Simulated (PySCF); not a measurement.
C₉H₉BF₂.
Structure used (PBE0-D3(BJ)/def2-SVP), in Å, numbered top down from 1:
```xyz
21
C9H9BF2 angstrom
C      3.5755    0.6642   -0.8460
C      2.5688   -0.2095   -0.8480
C      1.8530   -0.6940    0.3793
C      0.3891   -0.3322    0.3434
C     -0.5731   -1.2605   -0.0689
C     -1.9155   -0.9036   -0.1386
C     -2.3345    0.3900    0.2051
B     -3.8260    0.7806    0.1348
F     -4.7484   -0.0764   -0.2705
F     -4.2448    1.9873    0.4780
C     -1.3648    1.3189    0.6162
C     -0.0239    0.9637    0.6791
H      4.0489    0.9892   -1.7759
H      3.9655    1.0846    0.0868
H      2.1969   -0.6028   -1.8024
H      1.9506   -1.7898    0.4578
H      2.3245   -0.2599    1.2750
H     -0.2635   -2.2757   -0.3323
H     -2.6565   -1.6398   -0.4606
H     -1.6727    2.3321    0.8871
H      0.7229    1.6995    0.9894
```

Level of theory: PBE0-D3(BJ)/def2-SVP geometry optimisation, gas phase (PySCF).

Masses are those of the commonest isotopes; rigid-rotor values at the optimised geometry. The values belong to one conformer with, in the numbering `[CH2:1]=[CH:2][CH2:3][c:4]1[cH:5][cH:6][c:7]([B:8]([F:9])[F:10])[cH:11][cH:12]1`, C1–C2–C3–C4 119°, C2–C3–C4–C5 98°.

Problem. Give the principal moments of inertia and the rotational constants in cm⁻¹.

Solution. Ia = 192.50, Ib = 1272.76, Ic = 1391.95 u·Å²; 505379 MHz·u·Å²/I gives 2625, 397.1 and 363.1 MHz, that is A = 0.08757, B = 0.01324, C = 0.01211 cm⁻¹.

Problem. What kind of rotor is it?

Solution. A near-prolate asymmetric top; Ray's κ = -0.970.

Problem. Is it planar, by Δ = Ic − Ia − Ib?

Solution. Not planar: Δ = Ic − Ia − Ib = -73.31 u·Å². For a rigid frame Δ = −2 Σ m c², so Σ m c² = 36.65 u·Å² lies off the ab plane: 8.93 from hydrogen and 27.72 from heavier atoms. The atom farthest from that plane is 1.70 Å away.

Problem. Give the other two planar moments, Paa and Pbb, and the rms extents of the mass along the axes.

Solution. Paa = Σ m a² = (Ib + Ic − Ia)/2 = 1236.10 and Pbb = Σ m b² = (Ia + Ic − Ib)/2 = 155.84 u·Å². With the mass M = 166.08 u, the rms extents √(P/M) along a, b and c are 2.73, 0.97, 0.47 Å.

Problem. Where do the levels up to J = 2 lie, in K?

Solution. Above 0(0,0), as E/k:
J = 1: 1(0,1) 0.036, 1(1,1) 0.143, 1(1,0) 0.145
J = 2: 2(0,2) 0.109, 2(1,2) 0.215, 2(1,1) 0.220, 2(2,1) 0.540, 2(2,0) 0.540
Those of J = 1 are B + C, A + C and A + B.

Problem. Predict some low-J microwave lines.

Solution. The dipole components are |μa| = 2.52 D, |μb| = 0.33 D, |μc| = 0.36 D. Intensities carry the squares of the components, which stand as 1.00 : 0.02 : 0.02 (a : b : c). Some lines, for components of 0.1 D or more:

```tsv
type	branch	J(Ka,Kc)	MHz	lower level (cm⁻¹)
a	R	2(1,2) ← 1(1,1)	1486	0.100
a	R	3(1,3) ← 2(1,2)	2229	0.149
b	Q	1(1,0) ← 1(0,1)	2262	0.025
a	R	3(0,3) ← 2(0,2)	2279	0.076
a	R	3(2,2) ← 2(2,1)	2280	0.376
b	Q	3(1,2) ← 3(0,3)	2349	0.152
c	R	1(1,0) ← 0(0,0)	3022	0.000
b	R	3(1,3) ← 2(0,2)	4424	0.076
c	R	3(1,2) ← 2(0,2)	4628	0.076
c	Q	3(2,2) ← 3(1,2)	6634	0.230
b	Q	3(2,1) ← 3(1,2)	6636	0.230
c	Q	2(2,1) ← 2(1,1)	6685	0.153
b	Q	2(2,0) ← 2(1,1)	6685	0.153
b	Q	2(2,1) ← 2(1,2)	6787	0.149
b	Q	3(2,2) ← 3(1,3)	6838	0.224
b	R	2(2,1) ← 1(1,0)	8239	0.101
c	R	2(2,0) ← 1(1,0)	8240	0.101
c	R	2(2,1) ← 1(1,1)	8273	0.100
b	R	3(2,2) ← 2(1,1)	8965	0.153
c	R	3(2,2) ← 2(1,2)	9067	0.149
b	R	3(2,1) ← 2(1,2)	9069	0.149
b	Q	3(3,0) ← 3(2,1)	11225	0.452
b	Q	3(3,1) ← 3(2,2)	11227	0.452
c	R	3(3,0) ← 2(2,0)	13507	0.376
```

Problem. Estimate the classical rotational partition function at 50 K, 200 K and 298.15 K.

Solution. Point group C1, symmetry number σ = 1; q = (√π/σ)·√((kT/h)³/(ABC)), k/h = 20836.6 MHz/K: 96900 at 50 K, 775000 at 200 K, 1410000 at 298.15 K.

Stationary, but not proved a minimum. No vibrational averaging or centrifugal distortion is included, and the geometry carries the error of its method. Quadrupole hyperfine structure (11B) is left out.
